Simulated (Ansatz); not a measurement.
Consider the ligand exchange at the In–C bond: `C=[CH][InH][F]` + H₂Se → `[F][InH][SeH]` + ethylene.

Computed with Ansatz on PBE0-D4/def2-TZVP structures; ΔE is electronic, products minus reactants. CCSD(T)/CBS is the MP2 limit (def2-TZVPP, def2-QZVPP) plus CCSD(T) − MP2 in def2-TZVPP, frozen cores. This one scheme is used for every species. Functionals use def2-TZVPP. def2 core potentials past Kr. For In, Se outer-core shells are correlated without core-valence functions, which leaves a few kJ/mol of doubt a bond. Scalar relativity is left out up to krypton. One conformer a species, not always the lowest.

`C=[CH][InH][F]`:

Cartesian coordinates in Å:
```
C -1.380 -0.244 -0.216
C -0.450 0.707 -0.186
In 1.537 0.155 0.258
F 1.471 -1.797 0.532
H -1.143 -1.285 -0.020
H -2.422 -0.019 -0.439
H -0.732 1.737 -0.388
H 3.118 0.745 0.459
```

H₂Se:

```xyz
3

Se   -0.642   -0.129   -0.198
H     0.631   -0.848   -0.312
H     0.011    0.977    0.511
```

`[F][InH][SeH]`:

```xyz
5

F     1.520   -0.225   -1.123
In   -0.242    0.421   -0.578
Se   -0.752   -0.462    1.682
H    -1.073    1.415   -1.675
H     0.547   -1.150    1.694
```

`C=C`:

```xyz
6

C     0.551   -0.315   -0.187
C    -0.551    0.315    0.187
H     0.849   -0.372   -1.228
H     1.201   -0.801    0.533
H    -0.849    0.372    1.228
H    -1.201    0.801   -0.533
```

CCSD(T)/CBS gives -29.2 kcal/mol.

Task: Another level gave -30.6 kcal/mol. Which?
A. RPA@PBE/def2-TZVPP
B. r2SCAN0/def2-TZVPP
C. LDA (SPW92)/def2-TZVPP
D. PBE/def2-TZVPP

Result: B. r2SCAN0 -30.6, PBE -29.3, LDA (SPW92) -28.0, RPA@PBE/def2-TZVPP -26.2 kcal/mol.

Task: What do rigid-rotor, harmonic-oscillator terms from PBE0-D4/def2-TZVP frequencies (298.15 K, 1 bar) make of the CCSD(T)/CBS value? (Best estimate.)

Result: Ansatz gave: ΔZPE = +2.4 kcal/mol, ΔH = -27.0 kcal/mol, ΔS = -3 J/(mol·K), ΔG = -26.8 kcal/mol.

Largest T1 diagnostic among the species: 0.015.

Leaving LDA and LC-ωPBE aside and taking each functional with its dispersion term where it has one, the values, not all of them listed here, spread over 2.5 kcal/mol, from BHLYP-D4 to revPBE-D4. LDA lies +1.3 kcal/mol from PBE without D4. From PBE to PBE0 (25 % exact exchange), in def2-TZVPP and without D4, ΔE moves by −0.8 kcal/mol.
